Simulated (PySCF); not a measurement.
A GIAO shielding run with PySCF (density fitting, non-relativistic, gas phase) on `N[B-]1(O)[NH2+][BH2-][NH2+]1`, B₂H₉N₃O:

```
{"job": {"kind": "nmr", "xc": "CAM-B3LYP", "basis": "pcSseg-1", "pop": false}, "charge": 0, "multiplicity": 1}
N      1.855037     0.513820    -0.515525
B      0.801238    -0.273272     0.139930
O      1.313728    -1.214544     1.059481
N     -0.334834    -0.956501    -0.857866
B     -1.454308    -0.143877    -0.075257
N     -0.379153     0.661971     0.770884
H      2.755509     0.049167    -0.545204
H      1.662613     0.944390    -1.411984
H      0.631994    -1.664120     1.562870
H     -0.374091    -1.970335    -0.788689
H     -0.227086    -0.720726    -1.841091
H     -2.111386    -0.882183     0.641376
H     -2.117713     0.571360    -0.806481
H     -0.249458     1.641407     0.527733
H     -0.446553     0.606120     1.783892
```

Hardware: 1 thread of an Arm Neoverse V1, shared host.

Q: How large is the calculation?

A: 48 electrons, 147 basis functions and 743 auxiliary functions.

Q: How long does it take?

A: 16 s of wall time, with 12 SCF cycles and 6 response iterations. Times on a shared host scatter by some tens of per cent.

Q: And these other runs on the same molecule and hardware: GIAO shielding at B97-2/pcSseg-1; GIAO shielding at BHandHLYP/pcSseg-1; GIAO shielding at LC-wPBE/pcSseg-1; GIAO shielding at WP04/pcSseg-1; GIAO shielding at wB97X-D/pcSseg-1; GIAO shielding at PBE0/6-311+G(2d,p)?

A: B97-2/pcSseg-1: 147 functions, 12 s; BHandHLYP/pcSseg-1: 147 functions, 13 s; LC-wPBE/pcSseg-1: 147 functions, 26 s; WP04/pcSseg-1: 147 functions, 13 s; wB97X-D/pcSseg-1: 147 functions, 17 s; PBE0/6-311+G(2d,p): 216 functions, 33 s.
